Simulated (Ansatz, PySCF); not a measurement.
Noncovalent pair: N2 (SMILES N#N) (first 2 atoms) with C2H3N (SMILES CC#N); geometry from B3LYP-D3(BJ)/def2-TZVP, rigid monomers moved along the line of their centres of mass till N1···C4 is 2.98 Å.
(charge 0, multiplicity 1):
```csv
atom,x (Å),y (Å),z (Å)
N,-0.1495,0.1253,-0.2156
N,0.2196,-0.6151,-0.9260
C,-0.1588,1.2064,2.8683
C,0.6530,0.0194,2.6560
N,1.2927,-0.9191,2.4793
H,0.4616,2.0266,3.2301
H,-0.6279,1.5045,1.9305
H,-0.9368,1.0033,3.6045
```

Monomers are frozen at their geometry in the pair; levels with a basis set take the counterpoise correction. Rows marked so take none.

Rows in 6-31G* carry no dispersion term and start afresh at each structure (6-31G* with six Cartesian d functions).

Run with Ansatz (Gaussian basis) for Hartree–Fock, density functionals and correlated methods; PySCF for 6-31G* rows. Each number belongs to the level named beside it.

Q: Give the interaction energy at the level HF/aug-cc-pVDZ.

A: 1.8 kcal/mol

Q: What interaction energy does M06-2X/6-31G* (no counterpoise) give?

A: -1.4 kcal/mol

Q: Give the interaction energy at the level B3LYP/6-31G*.

A: 0.9 kcal/mol

Ansatz is a quantum-chemistry and plane-wave program.
